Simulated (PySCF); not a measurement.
Molecule: `[C@@H]1(B(Cl)Cl)CS1`, C$_{2}$H$_{3}$BCl$_{2}$S.

Structure with atom numbers: `[Cl:1][B:2]([Cl:3])[C@@H:4]1[CH2:5][S:6]1` (H(Xn): hydrogen on atom n). Ha(C5) is cis to B2 on the ring; Hb(C5) is trans to B2 on the ring.

Geometry PBE0-D3(BJ)/def2-SVP throughout; GIAO in PySCF, gas phase, one conformer, non-relativistic; equivalent atoms averaged; basis pcSseg-2.

(1) How do the absolute shieldings σ depend on the functional? (ppm; last column core-seconds on shared hosts with different chips, so compare them loosely)

(2) Which nucleus moves most, in ppm?

Answers

(1) 
| functional | kind | Cl1/Cl3 | B2 | C5 | C4 | S6 | Ha(C5) | Hb(C5) | H(C4) | core-s |
| --- | --- | --- | --- | --- | --- | --- | --- | --- | --- | --- |
| HF | Hartree–Fock | 817.9 | 59.1 | 166.4 | 168.8 | 767.5 | 28.94 | 29.08 | 29.24 | 18 |
| LDA | LDA | 673.8 | 34.6 | 146.8 | 146.2 | 599.4 | 27.75 | 27.83 | 27.75 | 29 |
| PBE | GGA | 697.9 | 38.5 | 146.8 | 147.3 | 621.3 | 28.22 | 28.29 | 28.29 | 35 |
| BLYP | GGA | 694.0 | 34.7 | 142.1 | 142.8 | 597.4 | 28.41 | 28.49 | 28.53 | 36 |
| BP86 | GGA | 699.6 | 39.4 | 146.3 | 146.8 | 618.9 | 28.27 | 28.36 | 28.37 | 36 |
| OPBE | GGA | 723.5 | 48.2 | 152.5 | 153.8 | 660.8 | 28.27 | 28.34 | 28.33 | 39 |
| KT2 | GGA | 725.4 | 48.4 | 151.6 | 152.2 | 660.9 | 28.22 | 28.28 | 28.34 | 40 |
| KT3 | GGA | 735.2 | 49.0 | 150.6 | 152.0 | 661.9 | 28.43 | 28.48 | 28.56 | 48 |
| B97-D | GGA | 722.0 | 44.4 | 146.7 | 148.2 | 631.2 | 28.45 | 28.53 | 28.61 | 46 |
| B3LYP | global hybrid | 721.8 | 38.8 | 147.7 | 148.4 | 634.7 | 28.48 | 28.58 | 28.63 | 39 |
| PBE0 | global hybrid | 733.0 | 43.4 | 153.3 | 153.9 | 665.8 | 28.36 | 28.45 | 28.47 | 42 |
| mPW1PW91 | global hybrid | 733.1 | 43.4 | 152.5 | 153.1 | 662.7 | 28.41 | 28.50 | 28.53 | 39 |
| WP04 | global hybrid | 729.4 | 35.5 | 138.1 | 139.9 | 597.6 | 28.73 | 28.85 | 28.92 | 35 |
| B97-2 | global hybrid | 742.8 | 46.3 | 152.6 | 153.9 | 668.2 | 28.48 | 28.57 | 28.63 | 32 |
| BHandHLYP | global hybrid | 760.0 | 45.4 | 155.2 | 156.3 | 686.0 | 28.61 | 28.72 | 28.81 | 31 |
| CAM-B3LYP | range-separated hybrid | 733.6 | 38.3 | 152.6 | 153.3 | 651.0 | 28.47 | 28.58 | 28.63 | 46 |
| wB97X-D | range-separated hybrid | 743.8 | 43.9 | 153.7 | 155.2 | 664.5 | 28.50 | 28.62 | 28.68 | 46 |
| LC-wPBE | range-separated hybrid | 749.8 | 39.9 | 159.2 | 160.2 | 678.8 | 28.50 | 28.63 | 28.66 | 58 |

(2) S6 (sulfide sulfur): from 597.4 ppm with BLYP to 767.5 ppm with HF. The smallest spread is 1.18 ppm, at Ha(C5). Proton shifts span only some 12 ppm, so a few tenths of a ppm matter as much there as several ppm in carbon.
